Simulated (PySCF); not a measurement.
Working out the ionisation energy of Al²⁺

Al²⁺ [Ne] 3s1 (2S) → Al³⁺ [Ne] (1S). Computed with PySCF 2.14 in aug-cc-pwCVDZ, with no relativity, point nucleus. Frozen: nothing. Energies in hartree (1 hartree = 27.21139 eV):

| part | Al²⁺ (lower) | Al³⁺ (upper) |
| --- | --- | --- |
| UHF | -241.024018 | -239.994662 |
| CCSD correlation | -0.128549 | -0.119734 |
| (T) | -0.001055 | -0.000949 |

Problem. What does Hartree-Fock give?

Solution. (-239.994662) − (-241.024018) = 1.029356 hartree = 28.010 eV.

Problem. What do CCSD and CCSD(T) give?

Solution. The CCSD correlation energies differ by 0.008815 hartree = 0.240 eV and the triples by 0.000106 hartree = 0.003 eV, so CCSD gives 28.250 eV and CCSD(T) 28.253 eV.

Measured between the centres of the two terms (NIST): 28.448 eV, so CCSD(T) (all electrons) is off by -0.195 eV.

A double-zeta basis recovers only part of the correlation energy.

What remains against the reference includes basis incompleteness and higher excitations.
